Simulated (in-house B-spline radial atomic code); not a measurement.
A run on an ion of nuclear charge 21 with 21.8 electrons that did not converge. Method: scalar-relativistic (X2C) PW91, spin-polarised, spherical fractional occupations, Fermi nucleus of rms radius 3.5459 fm; computed with a B-spline radial code for spherical atoms.

Command:
```bash
python run_scf.py task.json out
```
Settings (nuclear radius in fm, mass in u):
```
Z                21
configuration    [Ar] 3d1.8 4s2
hamiltonian      x2c
method           pw91,pw91
spin_polarised   True
nucleus          fermi
rms_radius       3.5459
atomic_mass      44.95591
speed_of_light   137.035999084
```

First and last ten iterations of the last attempt (damped for 15 steps, keeping 80 % of the old Fock matrix, then DIIS):
```
 iter        energy (Eh)    residual
    1        -761.582321    2.77e-01
    2        -761.765206    2.29e-01
    3        -762.990734    1.45e-01
    4        -763.650663    8.77e-02
    5        -763.984414    5.18e-02
    6        -764.141362    2.72e-02
    7        -764.207894    1.32e-02
    8        -763.799912    3.91e-02
    9        -764.147343    2.59e-02
   10        -764.206957    1.34e-02
  111        -763.784754    3.75e-02
  112        -764.225758    6.62e-03
  113        -764.228513    5.78e-03
  114        -763.774750    3.77e-02
  115        -763.778919    3.75e-02
  116        -763.782894    3.72e-02
  117        -763.313771    4.57e-02
  118        -763.317350    4.56e-02
  119        -763.322680    4.56e-02
  120        -763.795925    3.66e-02
 not converged after 120 iterations
```

The smallest residual met was 5.2e-03; the threshold is about 2e-07. No energy from this run should be used. The likely cause: this method binds the added charge weakly or not at all at the basis-set limit, so charge moves back and forth between the atom and the box. Run time, properties included: 2 s on 1 thread of Arm Neoverse V1, with other jobs on the host.
